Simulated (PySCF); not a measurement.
Spinor energies of Bi³⁺ (bismuth, charge +3)

Start: [Xe] 4f14 5d10 6s1 6p1; 6s1/2 filled at m_j = +1/2; 6p3/2 filled at m_j = +3/2. Calculated with PySCF 2.14 in x2c-TZVPall-2c: generalised Hartree-Fock with the X2C-1e Hamiltonian and a Gaussian nucleus; spin-orbit coupling (SO) screened by Boettger's factors. This is a chosen level, not necessarily the ground level.

```json
{"spinor shell": "1s1/2", "electrons": "2", "ε, screened SO (eV)": "-91040.5", "weight of nominal j (screened SO)": "1.000", "rms radius, screened SO (bohr)": "0.0178"}
{"spinor shell": "2s1/2", "electrons": "2", "ε, screened SO (eV)": "-16538.1", "weight of nominal j (screened SO)": "1.000", "rms radius, screened SO (bohr)": "0.0718"}
{"spinor shell": "2p1/2", "electrons": "2", "ε, screened SO (eV)": "-15866.4", "weight of nominal j (screened SO)": "1.000", "rms radius, screened SO (bohr)": "0.0606"}
{"spinor shell": "2p3/2", "electrons": "4", "ε, screened SO (eV)": "-13542.0", "weight of nominal j (screened SO)": "1.000", "rms radius, screened SO (bohr)": "0.0691"}
{"spinor shell": "3s1/2", "electrons": "2", "ε, screened SO (eV)": "-4088.0", "weight of nominal j (screened SO)": "1.000", "rms radius, screened SO (bohr)": "0.183"}
{"spinor shell": "3p1/2", "electrons": "2", "ε, screened SO (eV)": "-3785.4", "weight of nominal j (screened SO)": "1.000", "rms radius, screened SO (bohr)": "0.175"}
{"spinor shell": "3p3/2", "electrons": "4", "ε, screened SO (eV)": "-3257.9", "weight of nominal j (screened SO)": "1.000", "rms radius, screened SO (bohr)": "0.192"}
{"spinor shell": "3d3/2", "electrons": "4", "ε, screened SO (eV)": "-2767.7", "weight of nominal j (screened SO)": "1.000", "rms radius, screened SO (bohr)": "0.168"}
{"spinor shell": "3d5/2", "electrons": "6", "ε, screened SO (eV)": "-2656.2", "weight of nominal j (screened SO)": "1.000", "rms radius, screened SO (bohr)": "0.172"}
{"spinor shell": "4s1/2", "electrons": "2", "ε, screened SO (eV)": "-1001.1", "weight of nominal j (screened SO)": "1.000", "rms radius, screened SO (bohr)": "0.401"}
{"spinor shell": "4p1/2", "electrons": "2", "ε, screened SO (eV)": "-868.47", "weight of nominal j (screened SO)": "1.000", "rms radius, screened SO (bohr)": "0.404"}
{"spinor shell": "4p3/2", "electrons": "4", "ε, screened SO (eV)": "-736.68", "weight of nominal j (screened SO)": "1.000", "rms radius, screened SO (bohr)": "0.438"}
{"spinor shell": "4d3/2", "electrons": "4", "ε, screened SO (eV)": "-520.69", "weight of nominal j (screened SO)": "1.000", "rms radius, screened SO (bohr)": "0.446"}
{"spinor shell": "4d5/2", "electrons": "6", "ε, screened SO (eV)": "-495.42", "weight of nominal j (screened SO)": "1.000", "rms radius, screened SO (bohr)": "0.457"}
{"spinor shell": "4f5/2", "electrons": "6", "ε, screened SO (eV)": "-212.33", "weight of nominal j (screened SO)": "1.000", "rms radius, screened SO (bohr)": "0.479"}
{"spinor shell": "5s1/2", "electrons": "2", "ε, screened SO (eV)": "-211.47", "weight of nominal j (screened SO)": "1.000", "rms radius, screened SO (bohr)": "0.890"}
{"spinor shell": "4f7/2", "electrons": "8", "ε, screened SO (eV)": "-206.90", "weight of nominal j (screened SO)": "1.000", "rms radius, screened SO (bohr)": "0.480"}
{"spinor shell": "5p1/2", "electrons": "2", "ε, screened SO (eV)": "-163.27", "weight of nominal j (screened SO)": "1.000", "rms radius, screened SO (bohr)": "0.952"}
{"spinor shell": "5d3/2", "electrons": "4", "ε, screened SO (eV)": "-67.431", "weight of nominal j (screened SO)": "0.992", "rms radius, screened SO (bohr)": "1.27"}
{"spinor shell": "5d5/2", "electrons": "6", "ε, screened SO (eV)": "-64.079", "weight of nominal j (screened SO)": "0.995", "rms radius, screened SO (bohr)": "1.31"}
{"spinor shell": "6s1/2", "electrons": "1", "ε, screened SO (eV)": "-46.433", "weight of nominal j (screened SO)": "1.000", "rms radius, screened SO (bohr)": "2.17"}
{"spinor shell": "6p3/2", "electrons": "1", "ε, screened SO (eV)": "-32.361", "weight of nominal j (screened SO)": "1.000", "rms radius, screened SO (bohr)": "2.68"}
```

(1) Where does 5p3/2 lie, and what is the 5p spin-orbit splitting (screened SO)?

```
   quantity   screened SO
E (hartree)  -21552.86635
        M_J             2
       ⟨J²⟩         6.006
       ⟨L²⟩         2.205
       ⟨S²⟩         2.207
```

Each row is a mean over spinors that exchange with the open shell spreads, by up to 0.895 eV (5d5/2).

Breit and QED terms are absent; they matter most for the inner s and p1/2 levels.

Densities and radii are taken from the X2C orbitals without a picture-change correction, which distorts them close to the nucleus.

Answers

(1) At -137.97 eV, 25.301 eV above 5p1/2.
